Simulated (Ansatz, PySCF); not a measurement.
TaO₂Cl, SMILES [O]=[Ta](=[O])[Cl], multiplicity 1.

Geometry optimised at PBE0-D3(BJ)/def2-SVP. The spin state was assumed, not searched. The def2 effective core potentials stand for the cores of Ta; spin–orbit coupling is left out.

Vertical ionisation energy (IE) and electron affinity (EA) in eV. Rows of orbital energies are one-electron estimates. Where ΔSCF, EOM or ADC give a negative EA the extra electron is unbound and the value depends on the basis.

```json
[
 {"level": "−ε(HOMO), −ε(LUMO), B3LYP/def2-TZVPD (PySCF)", "IE": "8.24", "EA": "4.47"},
 {"level": "−ε(HOMO), −ε(LUMO), PBE/def2-TZVPD (PySCF)", "IE": "6.94", "EA": "4.81"},
 {"level": "ΔSCF, ωB97X-V/def2-SVPD (Ansatz), final states of multiplicity 2 and 2", "IE": "___", "EA": "___"},
 {"level": "ΔSCF, PBE/def2-SVPD (Ansatz), final states of multiplicity 2 and 2", "IE": "10.47", "EA": "2.33"}
]
```

Task: What belongs in the gaps? (Estimate from the structure and the level; the computed values follow.)

Result: 
- ΔSCF, ωB97X-V/def2-SVPD (Ansatz, a program for electronic structure), final states of multiplicity 2 and 2, IE: 10.85
- ΔSCF, ωB97X-V/def2-SVPD (Ansatz), final states of multiplicity 2 and 2, EA: 2.51

Task: What vertical singlet–triplet gap does ΔSCF give with ωB97X-V/def2-SVPD (Ansatz) and with PBE/def2-SVPD (Ansatz)? (The exact figures need the calculation; the answer reports its results.)

Result: 2.57 and 2.48 eV (triplet above singlet where positive).
